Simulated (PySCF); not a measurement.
GaHF₂, SMILES [GaH]([F])[F]. Atoms are numbered in the order given.

```xyz
4

Ga     0.0000     0.0000    -0.3203
H      0.0000     0.0000    -1.8535
F      0.0000    -1.4470     0.6546
F      0.0000     1.4470     0.6546
```
Charge 0, spin multiplicity 1.

The structure is a stationary point at ωB97X-D3(BJ)/def2-TZVP.

All values below come from PySCF with PBE0/pcSseg-2.

GIAO shieldings, no solvent; atoms alike by connectivity are averaged. δ = σ(ref) − σ: ¹H against TMS (σ = 31.54 ppm); ¹⁹F against CFCl3 (σ = 165.8 ppm), references at their B3LYP-D3(BJ)/def2-TZVP geometries, non-relativistic.

Question: Estimate the chemical shifts. (An estimate is asked for; the answer gives what the named calculation found.)

Answer: 
| nucleus | atoms | count | δ (ppm) |
|---|---|---|---|
| ¹H | H2 | 1 | 5.80 |
| ¹⁹F | F3, F4 | 2 | -158.6 |
